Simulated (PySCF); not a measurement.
A structure optimised at PBE-D3(BJ)/def2-SVP, used in a PySCF frequency run:

```xyz
14

O      2.2914    -0.2933     0.2324
C      1.2499     0.2906    -0.5279
C     -0.0207     0.5158     0.2843
C     -0.7305    -0.7769     0.7349
O     -1.7963    -0.5786    -0.2204
C     -1.3054     0.7374    -0.5421
H      2.5271     0.3407     0.9347
H      1.5599     1.2503    -1.0137
H      1.0290    -0.4249    -1.3494
H      0.1629     1.2630     1.0861
H     -0.1630    -1.7190     0.5649
H     -1.1006    -0.7685     1.7868
H     -1.9725     1.5464    -0.1617
H     -1.1640     0.8859    -1.6382
```
Charge 0, spin multiplicity 1.

Task: Write its SMILES and formula.

Result: OCC1COC1, C4H8O2

Task: What are its rotational constants (standard atomic weights)?

Result: 8.2101, 2.3566, 2.0731 GHz
